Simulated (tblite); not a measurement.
Parent: `[F:1][c:2]1[cH:3][cH:4][cH:5][cH:6][p:7]1`, C5H4FP.

Structures optimised with GFN2-xTB, isolated species. One conformer each, not checked by frequencies here.

```tsv
coordinate of the parent	value
F1–C2	1.356 Å
C2–C3	1.377 Å
C3–C4	1.385 Å
C4–C5	1.386 Å
C5–C6	1.379 Å
C6–P7	1.734 Å
C2–P7	1.741 Å
F1–C2–C3	116.9°
F1–C2–P7	115.5°
C3–C2–P7	127.6°
C2–C3–C4	122.1°
C3–C4–C5	122.4°
C4–C5–C6	123.5°
C5–C6–P7	126.5°
C2–P7–C6	97.9°
```

Task: How does the shared frame change in `[O:1]=[CH:2][c:3]1[cH:4][cH:5][cH:6][cH:7][p:8]1` with O1–C2–C3–C4 0°, C6H5OP? Atoms pair as C2 = C3, C3 = C4, C4 = C5, C5 = C6, C6 = C7, P7 = P8 (parent first).

Result: 
```json
{"parent": "C2–C3", "relative": "C3–C4", "value in the relative": "1.393 Å", "change": "+0.016"}
{"parent": "C3–C4", "relative": "C4–C5", "value in the relative": "1.379 Å", "change": "-0.006"}
{"parent": "C4–C5", "relative": "C5–C6", "value in the relative": "1.391 Å", "change": "+0.005"}
{"parent": "C5–C6", "relative": "C6–C7", "value in the relative": "1.378 Å", "change": "-0.001"}
{"parent": "C6–P7", "relative": "C7–P8", "value in the relative": "1.735 Å", "change": "+0.001"}
{"parent": "C2–P7", "relative": "C3–P8", "value in the relative": "1.750 Å", "change": "+0.009"}
{"parent": "C3–C2–P7", "relative": "C4–C3–P8", "value in the relative": "124.7°", "change": "-2.9"}
{"parent": "C2–C3–C4", "relative": "C3–C4–C5", "value in the relative": "123.8°", "change": "+1.7"}
{"parent": "C3–C4–C5", "relative": "C4–C5–C6", "value in the relative": "122.4°", "change": "0.0"}
{"parent": "C4–C5–C6", "relative": "C5–C6–C7", "value in the relative": "123.7°", "change": "+0.2"}
{"parent": "C5–C6–P7", "relative": "C6–C7–P8", "value in the relative": "125.7°", "change": "-0.8"}
{"parent": "C2–P7–C6", "relative": "C3–P8–C7", "value in the relative": "99.7°", "change": "+1.8"}
```

Of the parent's bonds, C2–C3 changes most (+0.016 Å). Bonds of the relative outside the shared frame: O1=C2 1.205, C2–C3 1.465 Å. Point group Cs → Cs.

The numbers are calculated, not measured.
